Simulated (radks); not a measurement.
Valence configurations of Te (all share [Kr]). Calculated with a radial shooting solver on a logarithmic mesh with Libxc functionals: scalar-relativistic Kohn-Sham, SCAN, spin-polarised, spherical densities, finite nucleus; open shells are filled with parallel spins first (spin-orbit coupling, left out, can overturn this in heavy ions); meta-GGA in the generalised Kohn-Sham scheme; Fermi nuclear charge, rms radius 4.7423 fm. Energies are relative to 4d10 5s2 5p4; eigenvalues in eV for spin up.

[
 {"valence": "4d10 5s2 5p4", "E (eV)": "0.000", "moment (Bohr magnetons)": "2", "e(4d)": "-42.570", "e(5p)": "-6.832", "e(5s)": "-16.377"},
 {"valence": "4d10 5s1.5 5p4.5", "E (eV)": "4.690", "moment (Bohr magnetons)": "2", "e(4d)": "-43.337", "e(5p)": "-7.165", "e(5s)": "-16.888"},
 {"valence": "4d10 5s1 5p5", "E (eV)": "9.367", "moment (Bohr magnetons)": "2", "e(4d)": "-44.099", "e(5p)": "-7.508", "e(5s)": "-17.413"},
 {"valence": "4d9.5 5s2 5p4.5", "E (eV)": "19.135", "moment (Bohr magnetons)": "2", "e(4d)": "-46.005", "e(5p)": "-7.276", "e(5s)": "-17.257"},
 {"valence": "4d10 5p6", "E (eV)": "20.136", "moment (Bohr magnetons)": "0", "e(4d)": "-45.284", "e(5p)": "-7.256", "e(5s)": "-"},
 {"valence": "4d9 5s2 5p5", "E (eV)": "39.247", "moment (Bohr magnetons)": "2", "e(4d)": "-49.425", "e(5p)": "-7.702", "e(5s)": "-18.099"}
]

NIST lists [Kr] 4d10 5s2 5p4 as the ground configuration; this level of theory agrees among the configurations tried. The energies are those of spherical high-spin densities, not of single terms.
